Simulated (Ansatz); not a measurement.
Reaction (silylene formation by 1,1-elimination): `CO[SiH](C)F` → fluoromethane + `CO[SiH]`

Calculated with Ansatz (gas phase, PBE0-D4/def2-TZVP geometries, no zero-point term in ΔE). CCSD(T)/CBS adds triple-zeta CCSD(T) − MP2 to the extrapolated MP2 energy (def2 sets, frozen cores). This one scheme is used for every species. DFT in def2-TZVPP. B3LYP here is the variant with VWN-RPA as its local correlation; programs differ in this. HSE06 is defined as in plane-wave codes. One conformer a species, not always the lowest.

Question: Is it downhill or uphill in electronic energy at CCSD(T)/CBS, and by how much? (Estimate.)

Answer: Computed: Uphill: ΔE = +106.2 kcal/mol.

Question: What do these levels give: r2SCANh-D4, ωB97M-V, PBE-QIDH, BLYP, B3LYP, HSE06, BHLYP, CCSD/def2-TZVPP, HF/def2-QZVPP, MP2/def2-QZVPP, SCS-MP2/def2-QZVPP, HF/CBS(def2)? (Best estimate.)

Answer: Computed: r2SCANh-D4 109.8, ωB97M-V 103.6, PBE-QIDH 109.3, BLYP 92.9, B3LYP 98.7, HSE06 103.5, BHLYP 104.6, CCSD/def2-TZVPP 103.9, HF/def2-QZVPP 103.7, MP2/def2-QZVPP 111.3, SCS-MP2/def2-QZVPP 107.5, HF/CBS(def2) 103.8 kcal/mol.

Largest T1 diagnostic among the species: 0.015.

At CCSD(T), def2-SVP lies −10.3 kcal/mol from the extrapolated value and def2-TZVPP −2.4 kcal/mol. From PBE to PBE0 (25 % exact exchange), in def2-TZVPP and without D4, ΔE moves by +5.2 kcal/mol. Leaving LDA and LC-ωPBE aside and taking each functional with its dispersion term where it has one, the values, not all of them listed here, spread over 14.4 kcal/mol, from BLYP-D4 to r2SCAN0-D4. LDA lies +8.9 kcal/mol from PBE without D4.
